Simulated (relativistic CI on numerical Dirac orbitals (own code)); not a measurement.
## Transition arrays of Kr8+

Computed by Dirac-Coulomb-Breit CI, orbitals from a KLI potential per configuration, model QED (radiative potential, 1s self-energy scaled to tabulated hydrogen-like ionisation energies), valence Slater integrals scaled by 0.9, whole transition arrays (own radial code, finite nucleus).

Configurations in the expansion (outside the closed core [Ar]): 3d10, 3d9.4f, 3d9.4p, 3d9.5f. Levels of other configurations are missing.

All E1 lines from the levels of 3d10; mean and standard deviation are weighted by gf, and upper levels are sorted by their leading configuration.

| Upper configuration | Lines | Σgf | Mean (eV) | Mean (nm) | σ (eV) | Strongest line (nm) |
| --- | --- | --- | --- | --- | --- | --- |
| 3d9.4f | 3 | 2.0 | 163.06 | 7.603 | 0.63 | 7.595 |
| 3d9.4p | 3 | 0.6 | 106.41 | 11.652 | 0.31 | 11.670 |
| 3d9.5f | 3 | 1.6 | 188.27 | 6.585 | 0.63 | 6.578 |

Σgf per state of the lower configuration in bins of 0.2 nm over the central range (centre: value): 6.5: 1.41, 6.7: 0.16, 7.5: 1.80, 7.7: 0.16, 11.5: 0.16, 11.7: 0.45.

Question: How do configuration mixing and the scaling of the Slater integrals move the arrays?

Answer: Slater scale 0.9, no configuration mixing: 3d9.4f 163.3 ± 0.6 eV (Σgf 2.3), 3d9.4p 106.4 ± 0.3 eV (Σgf 0.6), 3d9.5f 188.1 ± 0.6 eV (Σgf 1.2); Slater scale 1: 3d9.4f 163.3 ± 0.6 eV (Σgf 2.0), 3d9.4p 106.5 ± 0.3 eV (Σgf 0.6), 3d9.5f 188.4 ± 0.6 eV (Σgf 1.6); Slater scale 0.8: 3d9.4f 162.8 ± 0.6 eV (Σgf 2.0), 3d9.4p 106.3 ± 0.3 eV (Σgf 0.6), 3d9.5f 188.1 ± 0.6 eV (Σgf 1.6). With mixing, levels are counted to their leading configuration, so an array can shrink or vanish into another, and the sums then hold other lines.
